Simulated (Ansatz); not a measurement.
A structure relaxed at B3LYP-D4/def2-SVP in Ansatz, charge 0, doublet:

```xyz
5

K     2.806    0.781    2.697
K    -2.754    0.345   -0.326
K     1.440   -0.670   -1.110
I    -1.147   -0.098   -3.126
I    -0.345   -0.358    1.865
```

**Question.** Give its formula.

**Answer.** the cluster K3I2.

**Question.** Summarise the bond lengths by kind (pairs closer than 1.2 times the sum of covalent radii, bridged metal pairs left out).

**Answer.** 5 × I–K 3.26 to 3.48 Å.

In the def2 sets I takes a core potential; there is no spin–orbit coupling. The relaxation made no stability test and no search for a lower SCF solution. Another isomer (doublet) lies 0.10 eV lower at PBE-D4/def2-SVP; other spin states weren't run for this one.
